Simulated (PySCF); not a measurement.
Al(CF3)(OH)2 (CH2AlF3O2), SMILES [OH][Al]([OH])[C](F)(F)F.

Geometry: B3LYP-D3(BJ)/def2-SVP. The structure was generated by enumeration; whether it is a known compound was not checked. Other conformers were not sampled.

Two levels are set side by side: PBE/def2-TZVP (PySCF) and B3LYP/def2-TZVP (PySCF). Same geometry, gas phase. Differences are taken from unrounded values.

| quantity | PBE |
|---|---|
| orbital gap (eV) | 5.97 |
| highest occupied level (eV) | -7.50 |
| lowest empty level (eV) | -1.53 |
| dipole moment (D) | 4.38 |
| mean polarisability (bohr³) | 45.5 |

Task: These are the PBE values. What does B3LYP give? (An estimate is asked for; the answer gives what the named calculation found.)

Result: 
```csv
quantity,B3LYP,PBE minus B3LYP
orbital gap (eV),7.83,-1.86
highest occupied level (eV),-8.90,1.40
lowest empty level (eV),-1.07,-0.46
dipole moment (D),4.70,-0.31
mean polarisability (bohr³),42.5,3.0
```

PBE's occupied levels lie high since its potential decays too fast outside the molecule; exact exchange lowers them and widens the gap. Loosely held outer electrons make PBE densities more polarisable. Differences between two approximate levels are no errors against the true value.

Rough cost on one machine, each run with all the roots and properties that it gave: B3LYP against PBE within a factor of 2.
